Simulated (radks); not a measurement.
Values are calculated unless marked as measured or tabulated.
Q: Cr+, configuration [Ar] 3d3 4p2 (not the ground configuration). Level of theory: Dirac Kohn-Sham, PBE, spin-unpolarised, spherical densities, finite nucleus; open shells fill j = l - 1/2 first; Fermi nuclear charge, rms radius 3.6452 fm (a radial shooting solver on a logarithmic mesh with Libxc functionals). Some entries of the table are withheld. Estimate them.

orbital,occ.,eigenvalue (eV),r(max) (bohr),<r> (bohr)
1s1/2,2,-5900.473,0.04160,0.06355
2s1/2,2,-688.9045,0.2436,0.2930
2p1/2,2,-588.1141,(1),0.2580
2p3/2,4,-579.4749,(2),0.2608
3s1/2,2,-94.4393,0.7731,0.8891
3p1/2,2,-66.2246,0.7871,0.9359
3p3/2,4,-65.1596,0.7937,0.9440
3d3/2,3,-21.2480,(3),1.145
3d5/2,0,-21.1419,(4),1.149
4p1/2,2,-9.3654,2.803,3.257
4p3/2,0,-9.2809,2.824,3.279

A: 
(1) 2p1/2 r(max) (bohr): 0.1962
(2) 2p3/2 r(max) (bohr): 0.1985
(3) 3d3/2 r(max) (bohr): 0.7959
(4) 3d5/2 r(max) (bohr): 0.7980
